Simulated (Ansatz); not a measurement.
Geometry optimisation, RKS PBE-D4/STO-3G (Ansatz 0.2.0).

Input:

```yaml
crystal:
  periodic: [false, false, false]
  atoms:
    - { symbol: B, position_ang: [-1.1439, -1.4664, 1.1672] }
    - { symbol: Si, position_ang: [-0.3794, -0.7551, -0.4707] }
    - { symbol: Si, position_ang: [1.7229, -1.4061, -0.5613] }
    - { symbol: Si, position_ang: [-0.38, 1.4899, -0.4713] }
    - { symbol: "N", position_ang: [0.4491, 2.1008, 0.9264] }
    - { symbol: O, position_ang: [-2.0885, 2.0111, -0.3804] }
    - { symbol: H, position_ang: [-0.7255, -1.1073, 2.2098] }
    - { symbol: H, position_ang: [-2.0925, -2.118, 1.0871] }
    - { symbol: H, position_ang: [-1.095, -1.2547, -1.5974] }
    - { symbol: H, position_ang: [1.8178, -2.8754, -0.5264] }
    - { symbol: H, position_ang: [2.454, -0.8857, 0.6517] }
    - { symbol: H, position_ang: [2.4005, -0.8746, -1.7531] }
    - { symbol: H, position_ang: [0.1089, 2.0147, -1.7199] }
    - { symbol: H, position_ang: [0.0014, 1.6782, 1.8098] }
    - { symbol: H, position_ang: [1.4216, 1.7283, 0.8702] }
    - { symbol: H, position_ang: [-2.4943, 1.6978, -1.1976] }
basis:
  gaussian: { orbitals: STO-3G }
hamiltonian:
  xc: pbe
  dispersion: d4
relax:
  f_tol: 0.02
  max_steps: 40
scf:
  lower_state_search: "off"
output:
  orbitals: {}
```

Command:

```bash
$ ansatz run input.yaml --threads 1 --pin off --max-ram 2048MiB --backend cpu --events-out ev --progress --plain --runs-dir out
```

Where does it end, and by what steps?

The run converged. The force dipped under the threshold on the way, but the program's further checks kept it going. Limits of this set-up: minimal basis. After 15 steps the energy has fallen by 0.594 eV; H7 moved furthest, 0.36 Å.

| step | energy less start (eV) | largest force component (eV/Å) | accepted |
| --- | --- | --- | --- |
| 0 | 0.0000 | 3.953 | yes |
| 1 | -0.3738 | 1.636 | yes |
| 2 | -0.5511 | 0.735 | yes |
| 3 | -0.5746 | 0.403 | yes |
| 4 | -0.5827 | 0.065 | yes |
| 5 | -0.5856 | 0.099 | yes |
| 6 | -0.5910 | 0.045 | yes |
| 7 | -0.5905 | 0.255 | no |
| 8 | -0.5931 | 0.019 | yes |
| 9 | -0.5904 | 0.253 | no |
| 10 | -0.5936 | 0.072 | yes |
| 11 | -0.5940 | 0.061 | yes |
| 12 | -0.5939 | 0.056 | no |
| 13 | -0.5941 | 0.034 | yes |
| 14 | -0.5942 | 0.025 | yes |
| 15 | -0.5942 | 0.007 | yes |

```xyz
16
Properties=species:S:1:pos:R:3
B -1.266 -1.542 1.139
Si -0.394 -0.876 -0.441
Si 1.787 -1.442 -0.559
Si -0.453 1.439 -0.438
N 0.397 2.274 0.893
O -2.059 2.073 -0.300
H -0.743 -1.470 2.195
H -2.361 -1.979 1.117
H -1.060 -1.287 -1.674
H 1.987 -2.883 -0.529
H 2.524 -0.869 0.558
H 2.396 -0.937 -1.782
H 0.218 1.885 -1.667
H 0.100 1.866 1.826
H 1.430 2.035 0.847
H -2.527 1.692 -1.141
```

Whether the end is a true minimum wasn't checked by a vibrational analysis.

Run time: 31 s on 1 thread of Intel(R) Xeon(R) 6975P-C (Granite Rapids), on a shared host, peak memory 0.16 GiB.
